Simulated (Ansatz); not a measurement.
## Abstraction of Br: C2H5BrMg + CBrCl2 → C2H5Mg + CBr2Cl2

Species: C2H5BrMg `C[CH2][Mg][Br]`, singlet; CBrCl2 `Cl[C](Cl)Br`, doublet; C2H5Mg `C[CH2][Mg]`, doublet; CBr2Cl2 (dibromodichloromethane) `ClC(Cl)(Br)Br`, singlet. A radical takes Br: the energy is the difference in strength between the Mg–Br bond broken and the C–Br bond made.

Shapes, held fixed at every level: PBE0-D4/def2-TZVP. Programs: Ansatz 0.2.0. The zero-point and thermal change to 298 K, harmonic and unscaled (PBE0-D4/def2-TZVP), is -1.5 kJ/mol.

Q: Estimate ΔH(298 K) of this reaction.

A: The highest level, CCSD(T)/def2-TZVPP, gives ΔH(298 K) = +191.2 kJ/mol; the levels span +171.3 to +207.1. The column of differences is taken from that level and isn't an error. No measured value is set beside it here. Open shells run unrestricted. Relativity is left out for Br. Outer-core shells of Br, Mg are correlated in most correlated rows, in sets that cover them unevenly. Times are processor times on shared x86 and Arm servers, and rough.

| level | kind | ΔH(298 K) (kJ/mol) | less CCSD(T)/def2-TZVPP | CPU time (sum over the molecules) |
| --- | --- | --- | --- | --- |
| MP2/def2-SVP | perturbation theory | +193.5 | +2.3 | – |
| MP2/def2-TZVPP | perturbation theory | +171.3 | -19.9 | – |
| PBE-D4/def2-TZVPP | GGA | +176.2 | -15.0 | 29 s |
| B3LYP-D4/def2-TZVPP | global hybrid | +193.7 | +2.5 | 54 s |
| wB97M-V/def2-TZVPP | range-separated hybrid | +199.3 | +8.1 | 2.3 min |
| wB97X-V/def2-TZVPP | range-separated hybrid | +207.1 | +15.9 | 97 s |
| CCSD(T)/def2-TZVPP | coupled cluster or CI | +191.2 | 0.0 | 18 min |
